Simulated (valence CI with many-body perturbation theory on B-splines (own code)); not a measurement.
The numbers below are computed, except where a source is named.
**Sr¹⁴⁺: configurations and terms from energies and g**

Method: configuration interaction combined with many-body perturbation theory (CI+MBPT): six valence electrons over a frozen Dirac-Fock core [Ar], radial functions for each j: 7 s, 7 p, 8 d, 6 f, 4 g, 1 h, with the one-electron correlation potential Σ1, the two-electron term Σ2, the three-electron term Σ3, Breit, model QED; selected CI, second order for the rest, scaled by the run's own slope (own B-spline code, finite nucleus).

No measured levels were compared; by estimate terms of the open shell hold to 2 to 4 % of their energy, and close levels can change places. Core correlation moves these levels by up to 7000 cm⁻¹, and in measured spectra 5 to 20 % of such shifts remained as error; rates that hang on mixing are uncertain with them. Among the levels kept, up to 680 cm⁻¹ of a level comes from second order outside the variational space, and about a tenth of that is noise between levels of different J, which matters for small intervals. Only levels of the ground parity were solved; by the run's estimate the other parity begins above the list, which can be wrong where configurations are misplaced.

```
No.  J  Parity  E (cm⁻¹)      g
  1  4    even       0.0  1.488
  2  3    even      8264  1.492
  3  2    even     11813  1.493
  4  1    even     14858  1.495
  7  2    even     55586  1.475
  8  6    even     57944  1.156
  9  5    even     59471  1.079
 10  3    even     66605  1.017
 12  2    even     69063  0.695
 13  1    even     77148  1.418
 15  5    even     77343  1.151
 16  4    even     82097  1.056
 17  3    even     84750  0.828
 18  2    even     91311  1.156
```

Energies count from the lowest level. Strongly mixed levels and levels close to another of their J and parity, and those with J = 0 are left out, so the numbers can have gaps.

Question: Give configuration and LS term of each level.

Answer: 1: 3d6 5D; 2: 3d6 5D; 3: 3d6 5D; 4: 3d6 5D; 7: 3d6 3P; 8: 3d6 3H; 9: 3d6 3H; 10: 3d6 3F; 12: 3d6 3F; 13: 3d6 3P; 15: 3d6 3G; 16: 3d6 3G; 17: 3d6 3G; 18: 3d6 3D.
